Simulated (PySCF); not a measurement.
**Br: ionisation energy**

Br [Ar] 3d10 4s2 4p5 (2P) → Br⁺ [Ar] 3d10 4s2 4p4 (3P), as a difference of total energies. Calculation: PySCF 2.14, in def2-SVP (5s4p3d, 32 functions); no relativity, point nucleus. Correlated levels: valence: [Ar] 3d10 frozen. The calculations carry no spin-orbit coupling.

Task: Order these methods by the ionisation energy they give, lowest first.
A. M06-2X
B. CCSD(T) (valence)
C. SCS-MP2 (valence)
D. r2SCAN

Result: B (11.314 eV), C (11.334 eV), A (11.768 eV), D (11.920 eV).

These non-relativistic numbers lack the scalar-relativistic shift.

Errors of the correlated levels include the incompleteness of this basis and the frozen core.

For comparison: 11.844 eV (measured; NIST levels, between the centres of gravity of the two terms).
